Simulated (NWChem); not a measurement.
A series in which one site is exchanged, each optimised at B3LYP/6-31G* with NWChem, gas phase unless a solvent is named. Pople sets run with spherical d functions.

A: [F][GaH2] (GaH2F; site = Ga)
B: [F][AlH2] (AlH$_{2}$F; site = Al)
C: BF (BH2F; site = B)

Task: Rank them by dipole (D), B3LYP/6-31G*, lowest first.

Result: C (0.51), B (1.23), A (2.04)
